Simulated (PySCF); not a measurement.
# Working out the ionisation energy of Pb

Pb [Xe] 4f14 5d10 6s2 6p2 (3P) → Pb⁺ [Xe] 4f14 5d10 6s2 6p1 (2P). Calculation: PySCF 2.14, in x2c-TZVPPall (11s7p6d3f, 83 functions); the spin-free X2C one-electron Hamiltonian (Gaussian nucleus). Frozen: [Kr] 4d10 4f14. Energies in hartree (1 hartree = 27.21139 eV):

```
             part     Pb (lower)    Pb⁺ (upper)
              UHF  -20879.874883  -20879.632375
MP2 opposite-spin      -0.313837      -0.308591
    MP2 same-spin      -0.175398      -0.166798
```

What does Hartree-Fock give?

(-20879.632375) − (-20879.874883) = 0.242508 hartree = 6.599 eV.

What do MP2 and SCS-MP2 (6/5 opposite-spin, 1/3 same-spin) give?

The opposite-spin parts differ by 0.143 eV and the same-spin parts by 0.234 eV. MP2: 6.599 + (0.143) + (0.234) = 6.976 eV. SCS-MP2: 6.599 + 1.2 × (0.143) + (0.234)/3 = 6.849 eV.

Reference: 7.417 eV (measured; NIST Atomic Spectra Database, ionization energies), between the lowest levels; spin-orbit coupling is absent from the calculation.

What remains against the reference includes basis incompleteness, the frozen core and correlation beyond second order.
